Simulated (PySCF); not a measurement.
Relaxation of singlet Ga₃Se⁺

These are results of PBE0 in PySCF with Se def2-TZVP, Ga def2-TZVP; no relativity; density-fitted integrals, not measurements. A (50,194) grid was used.

A hand-made T-shaped start, of C2v symmetry, held to at least that symmetry:

```xyz
4
charge 1 multiplicity 1, angstrom
Se    0.0000    0.0000   -0.6049
Ga    0.0000    0.0000    1.7471
Ga    2.3506    0.0000   -0.5228
Ga   -2.3506    0.0000   -0.5228
```

Task: What forces act on the atoms at the start (eV/Å)?

Result: 
```
atom     Fx    Fy     Fz
 Se1   0.00  0.00  -1.87
 Ga2   0.00  0.00   2.36
 Ga3   2.21  0.00  -0.24
 Ga4  -2.21  0.00  -0.24
```

Task: What does it relax to?

Result: It ends at D3h with Se–Ga 2.574 Å (×3); Ga–Se–Ga 120.0° (×3) (after a last refinement on a finer grid). A frequency run shows a minimum. Other isomers or separated fragments may lie lower.

Task: How much energy is released, and in how many steps?

Result: 105.8 kJ/mol in 14 steps.

The relaxation took about 18 core-minutes on a shared host.
